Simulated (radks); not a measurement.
Task: Gd34+, configuration [Ar] 3d10 4s2. Calculated with a radial shooting solver on a logarithmic mesh with Libxc functionals: non-relativistic Kohn-Sham, TPSS, spin-polarised, spherical densities, point nucleus; meta-GGA in the generalised Kohn-Sham scheme; relativity is left out, which matters for an element this heavy. Some entries of the table are withheld. Estimate them.

| orbital | occ. | eigenvalue (eV) | <r^2> (bohr^2) |
|---|---|---|---|
| 1s | 2 | -48476.87 | 0.0007504 |
| 2s | 2 | -8835.625 | 0.01188 |
| 2p | 6 | -8474.435 | (1) |
| 3s | 2 | -2916.795 | 0.07430 |
| 3p | 6 | -2757.587 | 0.06921 |
| 3d | 10 | -2467.061 | (2) |
| 4s | 2 | -1402.021 | 0.2905 |
| 4p | 0 | (3) | 0.2905 |
| 5s | 0 | -827.2607 | (4) |

Result: 
(1) 2p <r^2> (bohr^2): 0.008839
(2) 3d <r^2> (bohr^2): 0.05456
(3) 4p eigenvalue (eV): -1335.386
(4) 5s <r^2> (bohr^2): 0.8071
